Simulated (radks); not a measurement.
Initial-state core-level shifts of the vanadium ion V+ when its valence configuration changes from [Ar] 3d4. All-electron calculation, scalar-relativistic Kohn-Sham, r2SCAN, spin-polarised, spherical densities, finite nucleus; open shells are filled with parallel spins first; meta-GGA in the generalised Kohn-Sham scheme; Fermi nuclear charge, rms radius 3.6002 fm. Program: a radial shooting solver on a logarithmic mesh with Libxc functionals. Shifts are changes of the shell-averaged eigenvalues in eV (positive: less bound); the change of the density at the nucleus, which sets a Mossbauer isomer shift, is in e/bohr^3, on a base of 9930.

valence           2s       2p       3s       3p  density at nucleus
3d3 4s1       -5.913   -5.857   -5.219   -4.997             +6.5379
3d2 4s2      -13.435  -13.320  -11.565  -11.081            +14.1789
3d2.5 4s1.5   -9.530   -9.446   -8.335   -7.992             +9.9035
3d2 4p2      -15.631  -15.516  -13.746  -13.230             +3.1650
3d1 4p3      -25.348  -25.163  -21.489  -20.644             +5.8334
3d3 4p1       -7.117   -7.066   -6.491   -6.267             +1.2097
4s1 4p3      -34.964  -34.710  -28.428  -27.254            +16.8803
3d3.5 4p0.5   -3.378   -3.354   -3.134   -3.031             +0.5159
